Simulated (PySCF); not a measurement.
Worked example: oscillator strength and radiative lifetime

Al(GeH3)(H)(OH) (AlGeH₅O), SMILES [OH][AlH][GeH3].

Geometry optimised at B3LYP-D3(BJ)/def2-SVP. Other conformers were not sampled.

TDDFT-ωB97X/def2-SVPD run with PySCF puts the first singlet state with f over 0.02 at 7.06 eV (vertical), with the transition dipole (0.090, -0.197, -0.413) in atomic units.

### Question
Find the oscillator strength, the wavelength and the radiative lifetime that this transition would have in vacuum if emission retraced absorption.

### Answer

|μ|² = 0.2175 au, so |μ| = 1.19 D. ΔE = 7.06/27.211 = 0.2595 hartree. f = (2/3) ΔE |μ|² = 0.038 (the program prints 0.038).
λ = 1239.84/7.06 = 176 nm; ν = 56943 cm⁻¹.
Einstein's coefficient A = 0.6670 ν² f s⁻¹ (ν in cm⁻¹) = 8.1e7 s⁻¹, so τ = 1/A = 12 ns. This state is S3; the lower singlets have f = 0.006, 0.012. The figure is the radiative limit of this one transition; relaxation, internal conversion, crossing to triplets and a medium change what is measured.
